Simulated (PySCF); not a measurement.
**Vibration and rotation of NaBe**

PBE constants of NaBe, ²Σ⁺ (doublet), unpaired electrons σ ↑ (PySCF, no relativity, basis sets Na aug-cc-pVDZ, Be aug-cc-pVDZ; masses 22.9898 and 9.0122 u):

| Quantity | Value |
| --- | --- |
| ωe | 217.9 cm⁻¹ |
| ωexe | 2.8 cm⁻¹ |
| Be | 0.31601 cm⁻¹ |
| αe | 0.00608 cm⁻¹ |
| D (centrifugal) | 2.66e-06 cm⁻¹ |
| De to Na + Be | 0.435 eV |

Problem. Give the vibrational terms G(v) and spacings up to v = 6.

Solution. G(v) = ωe(v+½) − ωexe(v+½)².

```csv
v,G(v) (cm⁻¹),G(v) − G(v−1),Bv (cm⁻¹)
0,108,,0.3130
1,321,212,0.3069
2,527,207,0.3008
3,728,201,0.2947
4,924,196,0.2887
5,1114,190,0.2826
6,1298,184,0.2765
```

Problem. How well does the Morse estimate ωe²/(4ωexe) reproduce De, and what is D0?

Solution. It gives 0.526 eV, 121 % of the computed De. D0 = De − G(0) = 0.435 − 0.013 = 0.422 eV.

The state is the lowest determinant that a PBE0 search found; another state may lie lower at other levels.
